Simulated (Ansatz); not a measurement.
Consider the formal exchange of groups at a B–C bond: `CBCOC` + `C=N` → `COCBC=N` + CH₄.

Computed with Ansatz on PBE0-D4/def2-TZVP structures; ΔE is electronic, products minus reactants. CCSD(T)/CBS adds triple-zeta CCSD(T) − MP2 to the extrapolated MP2 energy (def2 sets, frozen cores). This one scheme is used for every species. DFT in def2-TZVPP. B3LYP here is the variant with VWN-RPA as its local correlation; programs differ in this. One conformer a species, not always the lowest.

`CBCOC`:

Z-matrix (Å, degrees):
```
C
B 1 1.550
H 1 1.091 2 113.9
H 1 1.102 2 105.3 3 -116.3
H 1 1.092 2 114.0 3 128.5
C 2 1.558 1 123.6 3 21.3
H 2 1.203 1 120.9 3 -161.2
O 6 1.405 2 114.4 1 -1.8
H 6 1.108 2 108.4 1 122.5
H 6 1.108 2 107.8 1 -125.6
C 8 1.399 6 112.8 2 -179.6
H 11 1.100 8 111.5 6 60.4
H 11 1.100 8 111.6 6 -60.6
H 11 1.091 8 107.8 6 179.9
```

`C=N`:

Cartesian coordinates in Å:
```
C -0.263 -0.224 0.181
N 0.580 0.712 0.153
H -0.526 -0.858 -0.674
H -0.782 -0.437 1.118
H 0.991 0.806 -0.777
```

`COCBC=N`:

Cartesian coordinates in Å:
```
C 0.258 1.984 1.343
O -0.147 0.966 0.472
C 0.752 -0.114 0.440
B 0.332 -1.263 -0.515
C -0.977 -1.220 -1.374
N -1.239 -2.204 -2.145
H 0.340 1.620 2.377
H -0.492 2.774 1.304
H 1.231 2.402 1.048
H 1.767 0.222 0.150
H 0.896 -0.542 1.452
H 1.043 -2.220 -0.599
H -1.647 -0.353 -1.304
H -2.117 -2.052 -2.649
```

CH₄:

Cartesian coordinates in Å:
```
C 0.000 0.000 0.000
H -0.496 0.913 0.328
H -0.739 -0.791 -0.123
H 0.735 -0.302 0.746
H 0.500 0.180 -0.951
```

| level | ΔE (kJ/mol) |
| --- | --- |
| PBE0 | 0.6 |
| B3LYP | -2.5 |

**Question.** What does CCSD(T)/CBS give? (An estimate is asked.)

**Answer.** Computed: -2.7 kJ/mol. The listed levels differ from it by 3.3, 0.2 kJ/mol.

Largest T1 diagnostic among the species: 0.012.
